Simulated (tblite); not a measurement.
Compound: C6H7N2 (doublet state).
Geometry (GFN2-xTB, Å), atoms numbered from 1 in this order:
```xyz
15
C6H7N2 angstrom
C      1.8091   -2.1512   -0.5181
N      1.4935   -1.0050   -0.2942
C      0.9054    0.1419   -0.6774
N      1.4381    0.9783   -1.4930
C     -0.3652    0.4742   -0.0158
C     -0.9828    1.7865   -0.4010
C     -0.9117   -0.3412    0.8489
C     -1.4522   -1.1431    1.7064
H      2.4912   -2.7525    0.0558
H      2.3207    0.6727   -1.8923
H     -1.9609    1.9002    0.0583
H     -1.0715    1.8389   -1.4832
H     -0.3327    2.6000   -0.0858
H     -1.2361   -1.0807    2.7623
H     -2.1495   -1.9109    1.4071
```

Calculated harmonic vibrations of the isolated species, GFN2-xTB (tblite), most abundant isotopes, no scaling. Against measured fundamentals such values can be off by several per cent, at times by over 20. One conformer, not necessarily the lowest. Open shells enter through the occupations alone, without spin polarisation, and single modes of such species can be off by tens of per cent.

Harmonic wavenumbers (cm⁻¹): 42.1, 87.7, 90.8, 152.1, 188.7, 242.0, 243.6, 354.8, 398.2, 443.3, 530.6, 536.7, 632.5, 644.1, 734.7, 752.5, 857.3, 878.7, 953.5, 965.9, 1037.0, 1059.9, 1158.2, 1287.2, 1299.6, 1388.8, 1433.0, 1453.8, 1476.0, 1543.3, 1984.4, 2064.4, 3026.3, 3034.9, 3044.0, 3051.2, 3059.4, 3062.5, 3371.0.

A = 2535, B = 2050, C = 1159 MHz; mass 107.061 u (most abundant isotopes); point group C1, symmetry number 1; spin multiplicity 2.

**Question.** What is the zero-point energy?

**Answer.** ½Σν̃ = 24282 cm⁻¹ = 290.48 kJ/mol.

**Question.** Entropy at 500 K, 1 bar (ideal gas, RRHO, classical rotation)?

**Answer.** Translation 177.89, rotation 125.15, vibration 186.07, spin (R ln 2) 5.76: S = 494.9 J/(mol K).

**Question.** And Cp and H(500 K) − H(0)?

**Answer.** Cp = 201.15 J/(mol K), of which vibrations give 167.89 (their classical limit is 39 R = 324.3); H(500 K) − H(0) = 62.96 kJ/mol without the zero-point energy, 46.33 from vibrations.

**Question.** How do the functions run with temperature in this model?

**Answer.** 
```tsv
T (K)	S (J/(mol K))	Cp (J/(mol K))	H − H(0) (kJ/mol)	G − H(0) (kJ/mol)	ln q(vib)
100	289.9	76.2	5.38	-23.61	1.70
200	354.2	112.7	14.85	-55.98	4.19
300	406.4	146.6	27.85	-94.06	6.61
800	601.6	252.7	131.71	-349.60	17.54
1000	660.6	275.3	184.63	-475.95	21.33
```

q(vib) and H(0) count from the zero-point level.

**Question.** What must be added to the electronic energy to get the Gibbs energy at 500 K and 1 bar?

**Answer.** ZPE + [H(500 K) − H(0)] − T·S = 290.48 + 62.96 − 247.43 = 106.01 kJ/mol.

Hindered rotation and anharmonicity are outside this model. Other conformers, if any are populated, would add a mixing term that is left out. The structure is chiral; the term R ln 2 for an equal mix with its mirror image is left out.

Time: 0.37 s. Hardware: one thread of an Arm Neoverse V2, shared host. This covers the Hessian and the dipole derivatives.
